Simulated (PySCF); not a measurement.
# Input and output

[NdCl3(H2O)]− (singlet in the valence; each metal's 4f electrons, 4 of them, lie in its core potential, out of spins and levels). PySCF 2.14.0, RKS r2SCAN, Nd lcecp-0-SVP with ECP50, Cl def2-SVP, O def2-SVP, H def2-SVP; non-relativistic Hamiltonian with scalar-relativistic core potentials where named; density fitting; no spin-orbit coupling. Purpose: level r2SCAN.

```python
mol = gto.M(atom='''
Nd     0.00886     0.31364     0.37100
Cl     1.86363     1.64572     1.93181
Cl    -2.59508    -0.41897     1.11935
Cl     0.50863    -0.98731    -2.06567
O     -1.74063     1.11789    -1.48274
H     -2.40227     0.63141    -0.94960
H     -1.32928     0.43298    -2.04912''',
    basis={'Nd': 'lcecp-0-SVP', 'Cl': 'def2-SVP', 'O': 'def2-SVP', 'H': 'def2-SVP'},
    ecp={'Nd': 'lcecp-0-SVP'},
    charge=-1, spin=0)
mf = dft.RKS(mol, xc='R2SCAN')
mf.grids.atom_grid = (75, 302)  # f atoms: unpruned, at least (60, 302)
mf = mf.density_fit()  # fitting sets: Nd AutoAux, Cl def2-universal-JKFIT, O def2-universal-JKFIT, H def2-universal-JKFIT
mf.conv_tol = 1e-08; mf.max_cycle = 55
mf.kernel(dm0)  # dm0: converged density of the relaxed state
mf.nuc_grad_method().kernel()
```

Run from Python with OMP_NUM_THREADS=2; the lines above give its settings. Where DIIS fails, smearing, a level shift and second-order steps follow.
It took 8.5 s on 2 threads of Arm Neoverse V1, with other jobs on the host, from an already converged density.

The 4f levels lie in the core potential and are missing.

Problem. What are the Mulliken charges and spins?

Solution. 
| atom | charge (e) | spin (e) |
| --- | --- | --- |
| Nd1 | 0.515 | 0.000 |
| Cl2 | -0.515 | 0.000 |
| Cl3 | -0.534 | 0.000 |
| Cl4 | -0.533 | 0.000 |
| O5 | -0.332 | 0.000 |
| H6 | 0.200 | 0.000 |
| H7 | 0.200 | 0.000 |
The spin of the 4f electrons in the core isn't counted.

Problem. What forces act on the atoms (eV/Å)?

Solution. 
```
Nd   0.00 -0.01  0.00
Cl   0.06  0.04  0.05
Cl  -0.07 -0.02  0.03
Cl   0.02 -0.04 -0.06
O    0.02  0.24 -0.02
H   -0.08 -0.10  0.07
H    0.05 -0.12 -0.06
```
Forces carry noise of the integration grid, about 0.01 to 0.03 eV/Å.

The geometry was relaxed with PBE0 (Nd lcecp-0-SVP with ECP50, Cl def2-SVP, O def2-SVP, H def2-SVP).

An lcecp potential fixes the number of 4f electrons, so in runs with it no electron can move into or out of that shell; real Nd(II) is rare or takes another configuration.
